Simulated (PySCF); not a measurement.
CH3Cl3Si, triplet, at the geometry of the source list (a higher spin typed on purpose: for a closed-shell molecule this is an excited state). Base run: WB97X/6-31G run with PySCF.

Geometry (Å):
```xyz
8

C     -1.0417    -0.2030     0.0362
Si     0.8219     0.1602    -0.0286
Cl     1.7054    -1.0014    -1.4292
Cl     1.1327     2.1033    -0.4967
Cl     1.6651    -0.2243     1.7694
H     -1.2316    -1.2430     0.2865
H     -1.5367     0.4111     0.7833
H     -1.5152    -0.0029    -0.9209
```
Charge 0, spin multiplicity 3.
Orbitals are unrestricted.
All else is at PySCF's defaults.
Base energy -1709.63975 Eh.

The base run was repeated with changes; each row names its change, and settings that it needs were set with it.

```tsv
change	ΔE vs base (µEh)	grid points	electrons on the grid
base	0.0	119368	74.00000
grids.level = 2	31.3	74488	73.99999
small_rho_cutoff = 0	0.0	119368	74.00000
grids.atom_grid = (30, 110)	9880	19600	73.99992
grids.becke_scheme = stratmann	0.9	119368	74.00000
grids.atom_grid = (75, 302)	0.5	113448	73.99999
grids.atom_grid = (50, 194)	-312	51896	73.99999
grids.radi_method = mura_knowles	3.0	111936	74.00000
grids.prune = off	-0.3	206832	74.00000
grids.prune = dft.gen_grid.treutler_prune	-27.8	110800	74.00000
grids.level = 5	0.2	286296	74.00000
```

Open shells are given as the SCF converged; they aren't shown to be the lowest states, and a large step between rows can be another state.
